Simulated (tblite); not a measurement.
C6H8ClFO.
SMILES with atom numbers: `[CH3:1][O:2][C@@H:3]1[CH:4]=[C:5]([Cl:6])[C@H:7]([F:8])[CH2:9]1` (hydrogens: H10, H11, H12 on C1; H13 on C3; H14 on C4; H15 on C7; H16, H17 on C9)

Computed with GFN2-xTB (tblite), gas phase: nudged elastic band of 9 images (0 to 8), spring 0.2 eV/Å², climbing image at the end, force threshold 0.05 eV/Å. The top image wasn't refined or checked by frequencies; at this threshold it can lie a kcal/mol or more above the true saddle point of the method.

The band describes a rotation about C3–O2 (sp3 carbon bound to oxygen, ether oxygen), followed by the dihedral C9–C3–O2–C1, from the optimised start (75°) to a second optimised geometry at 170°.

Task: How does the energy change from image to image?

Result: 
```json
{"image": "0", "dihedral (°)": "75", "E (kJ/mol)": "0.00", "C3–O2 (Å)": "1.406", "C9···C1 (Å)": "3.09", "largest true force (eV/Å)": "0.01"}
{"image": "1", "dihedral (°)": "86", "E (kJ/mol)": "0.91", "C3–O2 (Å)": "1.406", "C9···C1 (Å)": "3.20", "largest true force (eV/Å)": "0.03"}
{"image": "2", "dihedral (°)": "98", "E (kJ/mol)": "2.87", "C3–O2 (Å)": "1.408", "C9···C1 (Å)": "3.32", "largest true force (eV/Å)": "0.03"}
{"image": "3", "dihedral (°)": "111", "E (kJ/mol)": "4.70", "C3–O2 (Å)": "1.411", "C9···C1 (Å)": "3.44", "largest true force (eV/Å)": "0.03"}
{"image": "4", "dihedral (°)": "124", "E (kJ/mol)": "5.29", "C3–O2 (Å)": "1.412", "C9···C1 (Å)": "3.53", "largest true force (eV/Å)": "0.03"}
{"image": "5", "dihedral (°)": "138", "E (kJ/mol)": "4.25", "C3–O2 (Å)": "1.411", "C9···C1 (Å)": "3.60", "largest true force (eV/Å)": "0.04"}
{"image": "6", "dihedral (°)": "151", "E (kJ/mol)": "2.28", "C3–O2 (Å)": "1.409", "C9···C1 (Å)": "3.65", "largest true force (eV/Å)": "0.04"}
{"image": "7", "dihedral (°)": "164", "E (kJ/mol)": "0.81", "C3–O2 (Å)": "1.408", "C9···C1 (Å)": "3.68", "largest true force (eV/Å)": "0.05"}
{"image": "8", "dihedral (°)": "170", "E (kJ/mol)": "-0.32", "C3–O2 (Å)": "1.409", "C9···C1 (Å)": "3.69", "largest true force (eV/Å)": "0.01"}
```

Barriers of this band. The top is image 4 at 124°: 5.29 kJ/mol forward and 5.61 kJ/mol back; the end lies 0.32 kJ/mol below the start. The central bond is 0.006 Å longer at the top than at the start.

Task: What rate follows at 298 K for crossing this barrier forward?

Result: Taking the electronic barrier for the free energy of activation (no zero-point or entropy terms, transmission 1), rate = (kT/h)·exp(−ΔE/kT) ≈ 7 × 10^11 s⁻¹, whose inverse is 1 × 10^-12 s. An error of 1 kcal/mol in the barrier changes this by a factor of 5, and the method and the loose band can each miss by that much or more. The barrier is only 2.1 kT, where transition-state theory is rough.

Task: How long is the path, and how are the images spaced?

Result: Cartesian distances between aligned neighbours (all atoms, Å): 0.47, 0.48, 0.48, 0.47, 0.48, 0.49, 0.58, 0.74; the sum is 4.18 Å, and the top lies 45 % of the way along.

What follows is the cost of the whole band run. The run took about 14 s of CPU time (one thread, shared machine).
